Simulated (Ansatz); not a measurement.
Basis sets compared for MoSeBr4. The state is a singlet with charge 0. Geometry r2SCAN-D4/def2-SVP. Ansatz on 4 threads of Intel Xeon on a shared host; times are rough, and most runs start from earlier orbitals.

```csv
atom,x (Å),y (Å),z (Å)
Mo1,0.014,-0.015,0.022
Se2,1.052,-1.102,1.647
Br3,-0.824,2.027,1.108
Br4,-2.299,-0.845,0.128
Br5,0.291,-1.469,-1.943
Br6,1.766,1.403,-0.963
```

In the def2 sets Mo takes a core potential; there is no spin–orbit coupling. The restricted singlet is unstable towards broken spin symmetry in Hartree–Fock (as tested in another run); at LDA (SPW92)/def2-TZVP, LDA (SPW92)/def2-TZVPD, PBE-D4/def2-SVP, PBE-D4/def2-TZVPD and others this wasn't settled.

Binding counts from free atoms (Mo septet, Se triplet, Br doublet) in the same basis, without a counterpoise term.

```tsv
level	functions	energy (Eh)	HOMO (eV)	LUMO (eV)	binding per atom (eV)	wall time
LDA (SPW92)/def2-TZVP	280	-12748.8910	-6.82	-5.87	3.45	2.5 s
PBE-D4/def2-SVP	191	-12763.2111	-6.56	-5.59	2.95	2.4 s
PBE-D4/def2-TZVP	280	-12764.7732	-6.64	-5.66	2.91	3.7 s
PBE0-D4/def2-SVP	191	-12763.5603	-7.76	-5.15	2.59	5.5 s
PBE0-D4/def2-TZVP	280	-12765.1236	-7.79	-5.15	2.57	11 s
```

Problem. Estimate the rows for LDA (SPW92)/def2-TZVPD, PBE-D4/def2-TZVPD, PBE0-D4/def2-TZVPD.

Solution. 
```tsv
level	functions	energy (Eh)	HOMO (eV)	LUMO (eV)	binding per atom (eV)	wall time
LDA (SPW92)/def2-TZVPD	325	-12748.8929	-6.84	-5.88	3.45	3.9 s
PBE-D4/def2-TZVPD	325	-12764.7754	-6.67	-5.68	2.91	6 s
PBE0-D4/def2-TZVPD	325	-12765.1258	-7.82	-5.16	2.57	15 s
```
